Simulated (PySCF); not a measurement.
Sn(F)(Cl)2(OH) (Cl2FHOSn), SMILES [OH][Sn]([Cl])([F])[Cl].

Geometry: B3LYP-D3(BJ)/def2-SVP. The def2 effective core potentials stand for the cores of Sn; spin–orbit coupling is left out. One conformer was computed; it need not be the lowest.

Two levels are set side by side: PBE/def2-TZVP (PySCF) and B3LYP/def2-TZVP (PySCF). Same geometry, gas phase. Differences are taken from unrounded values.

```
quantity                     B3LYP
---------------------------  -----
orbital gap (eV)              5.86
highest occupied level (eV)  -9.47
lowest empty level (eV)      -3.61
dipole moment (D)             0.95
mean polarisability (bohr³)   63.8
```

Problem. What does PBE give, and how far is it from B3LYP? (The exact figures need the calculation; the answer reports its results.)

Solution. 
| quantity | PBE | PBE minus B3LYP |
|---|---|---|
| orbital gap (eV) | 3.92 | -1.94 |
| highest occupied level (eV) | -8.11 | 1.36 |
| lowest empty level (eV) | -4.19 | -0.58 |
| dipole moment (D) | 1.01 | 0.06 |
| mean polarisability (bohr³) | 66.1 | 2.2 |

PBE's occupied levels lie high since its potential decays too fast outside the molecule; exact exchange lowers them and widens the gap. Loosely held outer electrons make PBE densities more polarisable. Differences between two approximate levels are no errors against the true value.

Rough cost on one machine, each run with all the roots and properties that it gave: B3LYP against PBE within a factor of 2.
